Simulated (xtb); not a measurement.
C6H14BO2, charge +1, singlet, at a GFN2-xTB geometry, atoms displaced at random by about 0.05 Å a coordinate. Base run: xtb with GFN2-xTB.

Here is a job for xtb.
```
$ xtb mol.xyz --gfn 2 --chrg 1 --opt --json

# file mol.xyz
23

C      1.35721208    -1.37351576    -0.41931730
C      0.69153230    -0.07975824    -0.26310875
C      1.42229797     0.80030965    -1.14240695
O      1.15275542     0.34867607     1.14107153
B      0.18009925     0.33415243     1.91332287
O     -1.11562401    -0.19597769     1.27756539
C     -0.76089136    -0.06075388    -0.16977744
C     -1.41425915     1.33384334    -0.63552708
C     -1.52881157    -1.04659140    -0.89164992
H      1.18083659    -1.85675796    -1.36336488
H      2.42253669    -1.46624178    -0.17480520
H      0.91238666    -2.18747727     0.39383937
H      1.21722854     1.91975711    -1.00873680
H      1.18371465     0.62674221    -2.23273192
H      2.52483887     0.77828818    -1.19534032
H      0.18929787     0.54441518     3.06372945
H     -2.00216369     0.09028155     1.46554717
H     -2.45294149     1.30867032    -0.53706300
H     -1.16677226     1.48206757    -1.71942019
H     -0.89285443     2.13999939    -0.13456290
H     -1.13141672    -2.10288709    -0.45455860
H     -1.19853834    -1.09528261    -1.95361918
H     -2.55671326    -1.12755084    -0.93335585
```

Variants of this job, named by their change:

| change | ΔE vs base (kJ/mol) | optimiser steps |
|---|---|---|
| base | 0.00 | 11 |
| opt level = tight | 0.00 | 13 |
| alpb = dmso | (withheld) | 12 |
| alpb = acetone | (withheld) | 12 |
| opt level = crude | 0.51 | 5 |
| opt level = vtight | 0.00 | 14 |
| opt level = lax | 0.07 | 8 |
| opt level = loose | 0.12 | 7 |
| opt level = sloppy | 0.12 | 7 |
| opt level = extreme | 0.00 | 16 |

Problem. Some entries are withheld; supply them.

Solution. 
- alpb = dmso, ΔE vs base (kJ/mol): -225.4
- alpb = acetone, ΔE vs base (kJ/mol): -215.9
